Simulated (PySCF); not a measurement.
FH₃O₂SSi. Atoms are numbered in the order given.

```xyz
8

O      0.1292    -0.2293     1.8078
Si     0.1397    -0.2845     0.1591
O      1.6818    -0.6223    -0.2911
F     -0.8742    -1.4478    -0.3523
S     -0.5401     1.5075    -0.7635
H     -0.6974     0.0332     2.2364
H      2.1884    -1.1694     0.3273
H     -1.4257     0.8412    -1.5375
```

Geometry optimised at TPSSh-D3(BJ)/def2-SVP. Other conformers were not sampled.

Method: HF/def2-TZVP run with PySCF.

ESP charges are fitted to the potential on shells at 1.4 to 2.0 van der Waals radii. Atomic charges (e):

```csv
atom,ESP fit,meta-Löwdin,Löwdin,Mulliken
O1,-0.65,-0.81,-0.15,-0.64
Si2,0.97,1.64,-0.26,1.14
O3,-0.70,-0.80,-0.14,-0.63
F4,-0.35,-0.56,-0.06,-0.41
S5,-0.32,-0.31,0.16,-0.35
H6,0.40,0.37,0.19,0.36
H7,0.47,0.37,0.20,0.36
H8,0.19,0.10,0.06,0.17
```

Computed Mayer and Wiberg (Löwdin basis) orders of the bonds:
```tsv
bond	Mayer	Wiberg
O1–Si2	1.11	1.63
Si2–O3	1.15	1.65
Si2–F4	0.96	1.58
Si2–S5	1.14	1.59
O1–H6	0.86	1.01
O3–H7	0.85	1.00
S5–H8	0.94	1.00
```
